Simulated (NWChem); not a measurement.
System: AlSiH$_{5}$O; SMILES [AlH2][O][SiH3]

Excerpt of the output:

```
             Northwest Computational Chemistry Package (NWChem) 7.3.0
             --------------------------------------------------------

 C1  symmetry detected

                             Geometry "geometry" -> ""
                             -------------------------

 Output coordinates in angstroms (scale by  1.889725989 to convert to a.u.)

  No.       Tag          Charge          X              Y              Z
 ---- ---------------- ---------- -------------- -------------- --------------
    1 Al                  13.0000    -0.00098614    -1.76482894    -0.00037835
    2 H                    1.0000    -1.39851074    -2.50876785    -0.00127243
    3 H                    1.0000     1.39320744    -2.51497125    -0.00125690
    4 O                    8.0000     0.00405923    -0.06104558     0.00146003
    5 Si                  14.0000    -0.00080135     1.58124944    -0.00033843
    6 H                    1.0000     0.38047638     2.10085083     1.34176568
    7 H                    1.0000    -1.35114230     2.10956967    -0.33944572
    8 H                    1.0000     0.96753399     2.10696721    -1.00181434

 Effective nuclear repulsion energy (a.u.)     138.6465569762

                                 NWChem DFT Module
                                 -----------------

 Summary of "ao basis" -> "ao basis" (spherical)
 ------------------------------------------------------------------------------
       Tag                 Description            Shells   Functions and Types
 ---------------- ------------------------------  ------  ---------------------
 Al                         def2-svp                 8       18   4s3p1d
 H                          def2-svp                 3        5   2s1p
 O                          def2-svp                 6       14   3s2p1d
 Si                         def2-svp                 8       18   4s3p1d

            General Information
            -------------------
          SCF calculation type: DFT
          Wavefunction type:  closed shell.
          No. of atoms     :     8
          No. of electrons :    40
           Alpha electrons :    20
            Beta electrons :    20
          Charge           :     0
          Spin multiplicity:     1
          Use of symmetry is: off; symmetry adaption is: off
          Maximum number of iterations: 150
          AO basis - number of functions:    75
                     number of shells:    37
          Convergence on energy requested:  1.00D-06
          Convergence on density requested:  1.00D-05
          Convergence on gradient requested:  5.00D-04

              XC Information
              --------------
                        BHLYP Method XC Functional
                     Hartree-Fock (Exact) Exchange  0.500
                        Slater Exchange Functional  0.500 local
                    Becke 1988 Exchange Functional  0.500 non-local
              Lee-Yang-Parr Correlation Functional  1.000

             Grid Information
             ----------------
          Grid used for XC integration:  medium
          Radial quadrature: Mura-Knowles
          Angular quadrature: Lebedev.
          Tag              B.-S. Rad. Rad. Pts. Rad. Cut. Ang. Pts.
          ---              ---------- --------- --------- ---------
          Al                  1.25       88          11.0       590
          H                   0.35       45          13.0       434
          O                   0.60       49           8.0       434
          Si                  1.10       88          12.0       590
          Grid pruning is: on
          Number of quadrature shells:   450
          Spatial weights used:  Erf1

      Superposition of Atomic Density Guess
      -------------------------------------

 Sum of atomic energies:        -607.71751046

      Non-variational initial energy
      ------------------------------

 Total energy =    -608.356482
 1-e energy   =   -1118.190038
 2-e energy   =     371.187000
 HOMO         =      -0.353594
 LUMO         =       0.003863

   convergence    iter        energy       DeltaE   RMS-Dens  Diis-err
 ---------------- ----- ----------------- --------- --------- ---------
 d= 0,ls=0.0,diis     1   -609.8924926564 -7.49D+02  1.27D-02  5.52D-01
 d= 0,ls=0.0,diis     2   -609.8731805075  1.93D-02  6.73D-03  9.02D-01
 d= 0,ls=0.0,diis     3   -609.9601060691 -8.69D-02  7.75D-04  3.54D-03
 d= 0,ls=0.0,diis     4   -609.9605502941 -4.44D-04  1.59D-04  9.47D-05
 d= 0,ls=0.0,diis     5   -609.9605658451 -1.56D-05  3.11D-05  4.31D-06
 d= 0,ls=0.0,diis     6   -609.9605666161 -7.71D-07  5.35D-06  8.77D-08

         Total DFT energy =     -609.960566616095
      One electron energy =    -1120.828133417109
           Coulomb energy =      422.305332525354
    Exchange-Corr. energy =      -50.084322700580
 Nuclear repulsion energy =      138.646556976240

 Numeric. integr. density =       40.000003101326

                       DFT Final Molecular Orbital Analysis
                       ------------------------------------

 Vector   18  Occ=2.000000D+00  E=-3.805423D-01
              MO Center= -2.1D-01,  3.8D-01, -1.9D-01, r^2= 5.9D+00
   Bfn.  Coefficient  Atom+Function         Bfn.  Coefficient  Atom+Function
  ----- ------------  ---------------      ----- ------------  ---------------
    66      0.285197  7 H  s                 32      0.223397  4 O  px
    50     -0.205045  5 Si px                71     -0.205066  8 H  s
    67      0.192244  7 H  s                 35      0.178502  4 O  px
    19     -0.176450  2 H  s                 24      0.177132  3 H  s
     8      0.167353  1 Al px                11      0.141097  1 Al px

 Vector   19  Occ=2.000000D+00  E=-3.710828D-01
              MO Center=  2.6D-01,  1.3D+00,  2.4D-01, r^2= 2.8D+00
   Bfn.  Coefficient  Atom+Function         Bfn.  Coefficient  Atom+Function
  ----- ------------  ---------------      ----- ------------  ---------------
    34      0.363545  4 O  pz                61     -0.315393  6 H  s
    37      0.299170  4 O  pz                62     -0.236813  6 H  s
    71      0.235107  8 H  s                 52     -0.215195  5 Si pz
    72      0.176434  8 H  s                 49      0.114966  5 Si pz
    55     -0.086675  5 Si pz                57     -0.081798  5 Si d -1

 Vector   20  Occ=2.000000D+00  E=-3.466342D-01
              MO Center= -6.5D-02, -1.3D+00, -5.8D-02, r^2= 5.0D+00
   Bfn.  Coefficient  Atom+Function         Bfn.  Coefficient  Atom+Function
  ----- ------------  ---------------      ----- ------------  ---------------
    32      0.307201  4 O  px                19      0.265671  2 H  s
    24     -0.265644  3 H  s                 20      0.256182  2 H  s
    25     -0.255197  3 H  s                 35      0.248227  4 O  px
     8     -0.184415  1 Al px                66      0.156134  7 H  s
    67      0.139860  7 H  s                 71     -0.112133  8 H  s

 Vector   21  Occ=0.000000D+00  E=-1.160344D-02
              MO Center=  4.0D-03, -1.8D+00,  7.3D-03, r^2= 4.1D+00
   Bfn.  Coefficient  Atom+Function         Bfn.  Coefficient  Atom+Function
  ----- ------------  ---------------      ----- ------------  ---------------
    13      0.837085  1 Al pz                10      0.279921  1 Al pz
    55     -0.183029  5 Si pz                37     -0.177730  4 O  pz
     7     -0.168527  1 Al pz                34     -0.154654  4 O  pz
    62      0.143186  6 H  s                 72     -0.106391  8 H  s
    15     -0.044727  1 Al d -1              67     -0.036037  7 H  s

 Vector   22  Occ=0.000000D+00  E= 4.368512D-02
              MO Center= -4.4D-03, -3.1D-01, -9.4D-03, r^2= 5.7D+00
   Bfn.  Coefficient  Atom+Function         Bfn.  Coefficient  Atom+Function
  ----- ------------  ---------------      ----- ------------  ---------------
     4      1.130411  1 Al s                 31     -0.705509  4 O  s
    54     -0.541341  5 Si py                12      0.437139  1 Al py
    25     -0.377742  3 H  s                 20     -0.374123  2 H  s
    46     -0.367204  5 Si s                 62      0.225270  6 H  s
    72      0.204557  8 H  s                 67      0.181391  7 H  s

 Vector   23  Occ=0.000000D+00  E= 8.443724D-02
              MO Center= -7.6D-04, -2.8D+00, -3.6D-03, r^2= 4.5D+00
   Bfn.  Coefficient  Atom+Function         Bfn.  Coefficient  Atom+Function
  ----- ------------  ---------------      ----- ------------  ---------------
     4      1.413121  1 Al s                 12     -1.213508  1 Al py
    25     -1.003726  3 H  s                 20     -0.991877  2 H  s
    46      0.273207  5 Si s                 31      0.256311  4 O  s
    19     -0.157592  2 H  s                 24     -0.158350  3 H  s
    67     -0.157157  7 H  s                 54      0.135885  5 Si py

     Multipole analysis of the density
     ---------------------------------

     L   x y z        total         alpha         beta         nuclear
     -   - - -        -----         -----         ----         -------
     0   0 0 0     -0.000000    -20.000000    -20.000000     40.000000

     1   1 0 0     -0.004875     -0.002437     -0.002437     -0.000000
     1   0 1 0     -0.139328     -0.069664     -0.069664     -0.000000
     1   0 0 1     -0.002586     -0.001293     -0.001293      0.000000

     2   2 0 0    -28.207339    -26.251506    -26.251506     24.295674
     2   1 1 0      0.000488      0.008953      0.008953     -0.017418
     2   1 0 1     -0.000063      0.000067      0.000067     -0.000198
     2   0 2 0    -26.702354   -194.487970   -194.487970    362.273586
     2   0 1 1     -0.007883     -0.001806     -0.001806     -0.004272
     2   0 0 2    -23.250696    -16.837699    -16.837699     10.424702

                                 NWChem DFT Module
                                 -----------------

[...]
```

Level: BHandHLYP/def2-SVP, vertical spin-unrestricted ions. Coordinates come from a B3LYP/6-31G* (spherical d) optimisation.

Question: Which NWChem input produces such a log?

Answer: This is not unique; one that fits is the input that was run:
```
start job
memory heap 200 mb stack 900 mb global 1100 mb
geometry units angstroms noautoz
  Al     0.001776    -1.801665     0.001043
  H     -1.395364    -2.546326     0.000193
  H      1.396357    -2.551087     0.000347
  O      0.005941    -0.097879     0.002623
  Si     0.000232     1.544413     0.000575
  H      0.381175     2.064415     1.342619
  H     -1.350365     2.071984    -0.338679
  H      0.968345     2.070479    -1.000933
end
basis spherical
  * library def2-svp
end
dft
  xc bhlyp
  iterations 150
  vectors input atomic output neutral.movecs
end
task dft energy
charge 1
dft
  odft
  mult 2
  vectors input atomic output cation.movecs
end
task dft energy
```
